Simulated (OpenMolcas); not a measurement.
An OpenMolcas run meant for neutral mercury (ANO-R2, X2C; inactive shells 1s 2s 2p 3s 3p 3d 4s 4p 4d 4f 5s 5p 5d; intended active space 2 electrons in 4 orbitals (6s 6p)). One step of its input:

```
&CASPT2
Multistate=1 1
Frozen=15 19
IPEA=-0.25
Imaginary=0.1
MaxIter=60
WThr=0.0 0.3 0.05
PrWF=0.5
NoMix
```

The run finished. Its levels beside those of a sound run (SS-CASPT2, IPEA 0.25 Eh, imaginary shift 0.1 Eh (closed shells correlated: 5d)), in cm-1 above each run's lowest level:

```json
{"Level": "6s2 1S0", "This run": "0.0", "Usual run": "0.0"}
{"Level": "6s 6p 3P* 0", "This run": "49701", "Usual run": "51084"}
{"Level": "6s 6p 3P* 1", "This run": "53494", "Usual run": "54877"}
{"Level": "6s 6p 3P* 2", "This run": "61079", "Usual run": "62463"}
```

Problem. Which setting is unsound, and how much does it matter here?

Solution. The IPEA shift is negative. Against the sound run the excited levels shown move by 1400 cm-1 on average and by 1400 cm-1 at most.

Some high roots are left out of the spin-orbit mixing, which shifts the levels that they would mix with. Spin-orbit splittings of 6p shells tend to come out small when the coupling is added on scalar orbitals. The ANO-R sets hold no well-fitted valence p shell for this element, so s → p excitations can come out far too high. Only configurations of the active space appear.

* marks odd parity.
